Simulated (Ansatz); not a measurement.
One geometry of BI₃, several levels of theory.

```yaml
crystal:
  periodic: [false, false, false]
  atoms:
    - {symbol: B, position_ang: [0.000050, 0.000036, 0.000150]}
    - {symbol: I, position_ang: [2.132690, -0.028449, 0.013669]}
    - {symbol: I, position_ang: [-1.041802, 1.861060, -0.017766]}
    - {symbol: I, position_ang: [-1.090937, -1.832647, 0.003937]}
basis:
  gaussian: {orbitals: def2-TZVP, initial_orbitals: start.molden}
hamiltonian: {xc: hf}
scf: {omitted_lower_state_checks: [starts]}
output: {orbitals: {seedname: orbitals}}
```

The file start.molden holds the orbitals of an earlier run on this structure, at another level or in another basis.

```sh
$ ansatz run in.yaml --threads 4 --pin off --events-out ev --progress --plain --max-ram 3916MiB
```

Output, abridged:

```
Functional definition: HF
1665 factors; their error is unknown
mean field evaluation 1: about -24887.4885 eV, gradient 2.1e1 eV
mean field evaluation 2: about -24888.2179 eV, gradient 8.3e-1 eV
mean field evaluation 4: about -24891.4592 eV, gradient 4.9e0 eV
mean field evaluation 8: about -24891.4725 eV, gradient 2.4e-5 eV
mean field -24891.47250350 eV, -914.7447424576 hartree, gradient 2.4e-5 eV, S^2 0.000000; 0 other end points of the search recorded, 0 dependent functions left out
reference -24891.47250350 eV, -914.7447424576 hartree; 40, 40 occupied and 141, 141 virtual orbitals, 1665 factors
Total energy: -24891.47250350 eV, -914.7447424576 hartree
Checks for a lower state left out: starts
```

Run time 1.4 s (4 threads of Intel Xeon 6975P-C on a shared host), peak host memory 0.55 GiB.

The first input with `hamiltonian: {xc: {name: BHLYP}, dispersion: d4}` (abridged; 2 s):

```
Functional definition: BHLYP
mean field -24977.20489567 eV, -917.8953497585 hartree, gradient 1.4e-5 eV, S^2 0.000000
Total energy: -24977.60557409 eV, -917.9100744185 hartree
Checks for a lower state left out: starts
```

Geometry: PBE-D4/def2-SVP.

In the def2 sets I takes a core potential; there is no spin–orbit coupling.
